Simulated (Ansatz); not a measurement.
An input meant for SiHMe3 (C3H10Si) (charge 0, singlet; with a point charge).

```yaml
crystal:
  periodic: [true, true, true]
  atoms:
    - {symbol: Si, position_ang: [0.001561, 0.000962, 0.495998]}
    - {symbol: H, position_ang: [0.006465, 0.003904, 2.008115]}
    - {symbol: C, position_ang: [1.793948, 0.005356, -0.117012]}
    - {symbol: H, position_ang: [2.341071, 0.898991, 0.247791]}
    - {symbol: H, position_ang: [1.830191, 0.013690, -1.226520]}
    - {symbol: H, position_ang: [2.340797, -0.893921, 0.234189]}
    - {symbol: C, position_ang: [-0.902383, 1.550955, -0.111227]}
    - {symbol: H, position_ang: [-1.950943, 1.572046, 0.250763]}
    - {symbol: H, position_ang: [-0.924772, 1.584071, -1.220602]}
    - {symbol: H, position_ang: [-0.401448, 2.474078, 0.246354]}
    - {symbol: C, position_ang: [-0.892666, -1.556940, -0.105355]}
    - {symbol: H, position_ang: [-1.942883, -1.580446, 0.251693]}
    - {symbol: H, position_ang: [-0.389240, -2.475482, 0.260441]}
    - {symbol: H, position_ang: [-0.909689, -1.597252, -1.214619]}
basis:
  gaussian: {orbitals: def2-TZVP, point_charges: [{charge: 2.00, position_ang: [7.031, 0.361, 0.766]}]}
hamiltonian: {xc: {name: PBE}, dispersion: d4}
scf: {omitted_lower_state_checks: [starts]}
output: {forces: true}
```

```sh
$ ansatz run in.yaml --threads 4 --pin off --events-out ev --progress --plain --max-ram 3916MiB
```

Output, abridged:

```
Error: YAML parse error: error: line 2 column 3: crystal: missing field `lattice` (a structure is typed as `lattice` and `atoms`, a molecule's as `atoms` in Å alone, or read from a run's directory, `checkpoint`)
 --> <input>:2:3
  |
1 | crystal:
2 |   periodic: [true, true, true]
  |   ^ crystal: missing field `lattice` (a structure is typed as `lattice` and `atoms`, a molecule's as `atoms` in Å alone, or read from a run's directory, `checkpoint`)
3 |   atoms:
4 |     - {symbol: Si, position_ang: [0.001561, 0.000962, 0.495998]}
  |
```

Task: What is wrong with this run?

Result: The species is marked periodic without a cell. The program refused the input.
